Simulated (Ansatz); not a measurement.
`C=[CH][ZnH]` + `CNC` → `C[N](C)[ZnH]` + `C=C` at 500 K and 1 bar (ligand exchange at a Zn–C bond).

Isolated molecules relaxed with PBE0-D4/def2-TZVP in Ansatz; ΔE leaves out vibrations. CCSD(T)/CBS is the MP2 limit (def2-TZVPP, def2-QZVPP) plus CCSD(T) − MP2 in def2-TZVPP, frozen cores. This one scheme is used for every species. For Zn outer-core shells are correlated without core-valence functions, which leaves a few kJ/mol of doubt a bond. Scalar relativity is left out up to krypton.

| species | CCSD(T)/CBS energy (Eh) | H − E (kJ/mol) | S (J/(mol·K)) |
| --- | --- | --- | --- |
| `C=[CH][ZnH]` | -1856.83987 | 155.4 | 326.9 |
| `CNC` | -135.00321 | 273.8 | 313.8 |
| `C[N](C)[ZnH]` | -1913.37223 | 271.6 | 381.1 |
| `C=C` | -78.48111 | 155.1 | 245.3 |

H − E and S are ideal-gas, rigid-rotor, harmonic terms from PBE0-D4/def2-TZVP. 1 Eh = 2625.50 kJ/mol, R = 8.31446 J/(mol·K).

Problem. By hand: ΔE, ΔH, ΔS and ΔG.

Solution. ΔE = (-1913.37223) + (-78.48111) − (-1856.83987) − (-135.00321) = -0.01026 Eh = -26.9 kJ/mol. Δ(H − E) = 271.6 + 155.1 − 155.4 − 273.8 = -2.5, so ΔH = -29.4 kJ/mol. ΔS = 381.1 + 245.3 − 326.9 − 313.8 = -14.3 J/(mol·K). ΔG = -29.4 − 500 × (-14.3)/1000 = -22.2 kJ/mol.

Problem. By hand: the equilibrium constant, and the temperature at which ΔG would vanish if ΔH and ΔS stayed fixed.

Solution. log₁₀ K = −ΔG/(RT ln 10) = 2.3. ΔG = 0 at ΔH/ΔS = 2056 K, though so small a ΔS makes that figure unsure.

The number of gas molecules stays the same, so ΔS is small and ΔH decides. A doubt of 5 kJ/mol in ΔE shifts log₁₀ K by 0.5 here. These are equilibria of isolated gas molecules and say nothing of rates. Largest T1 diagnostic: 0.015 (customary marks: 0.02 for closed shells, 0.045 for open ones).
